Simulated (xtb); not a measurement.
Si(H)3(OH) (H4OSi), SMILES O[SiH3]. All values are semi-empirical tight-binding results from xtb (GFN2-xTB unless named), good for trends rather than for accurate numbers. Geometry optimised at GFN2-xTB.

Optimised geometry:

Bonds (Å): Si1–O2 1.625, Si1–H3 1.464, Si1–H4 1.464, Si1–H5 1.453, O2–H6 0.953. Angles (°): O2–Si1–H3 110.3, O2–Si1–H4 110.3, O2–Si1–H5 101.4, H3–Si1–H4 108.8, H3–Si1–H5 112.9, H4–Si1–H5 112.9, Si1–O2–H6 122.2.

Computed properties:
| Quantity | Value |
|---|---|
| point group as xtb finds it | Cs |
| orbital gap | 6.71 eV |
| dipole moment | 1.39 D |
| zero-point energy | 23.0 kcal/mol |
| G − E(el) at 298.15 K (modified RRHO) | 7.8 kcal/mol |
| static polarisability (D4 model) | 38.2 bohr³ |
| solvation energy, GFN2-xTB/ALPB(water) | -3.1 kcal/mol |
| solvation energy, GFN2-xTB/ALPB(octanol) | -3.7 kcal/mol |

Computed atomic charges and the Wiberg bond orders between heavy atoms:
charges (e) Si1 0.50, O2 -0.48, H3 -0.11, H4 -0.11, H5 -0.09, H6 0.29. Bond orders Si1–O2 1.19.
